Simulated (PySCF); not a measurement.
Bond length, frequency and bond energy of SmB by level of theory

State: decet, about 5.9 electrons in the 4f shell (Mulliken), real f orbitals that mix terms. Set-up: Sm x2c-SVPall, B x2c-SVPall; spin-free X2C with a Gaussian nucleus (PySCF 2.14). De refers to Sm (4f6 6s2) + B in their high-spin ground configurations, without counterpoise correction. The functionals are run spin-unrestricted. A positive dipole means Sm(−)B(+). Levels whose curve was spin-contaminated or gave no clean fit are not listed.

```csv
Level,Re (Å),ωe (cm⁻¹),De (eV),μ (D),"CPU s a point (SCF and correlation, without the integrals)"
UHF,2.588,381,n/a,-3.96,2.8
PBE,2.369,461,1.94,-4.80,5.2
BP86,2.376,456,1.79,-4.68,3.5
r²SCAN,2.353,474,2.29,-5.07,7
PBE0,2.377,448,1.60,-5.52,8.2
HSE06,2.382,444,1.59,-5.38,13
B2PLYP,2.372,382,0.93,-3.99,7.1
```

The bond length runs from 2.353 Å (r²SCAN) to 2.588 Å (UHF). De spans 0.93 eV (B2PLYP, double hybrid) to 2.29 eV (r²SCAN, meta-GGA).

Correlated steps freeze 19 core orbitals. These are scalar-relativistic numbers at best; spin–orbit coupling would shift them, the dissociation energy most. B2PLYP dipoles, levels and charges come from its SCF part alone. With d or f electrons several states lie close, and the lowest PBE0 determinant need not be the measured ground state.

The whole job (state search and all levels along the bond) took about 13 min on 2 threads of Arm Neoverse V1 (shared host), peak memory 3.7 GiB.
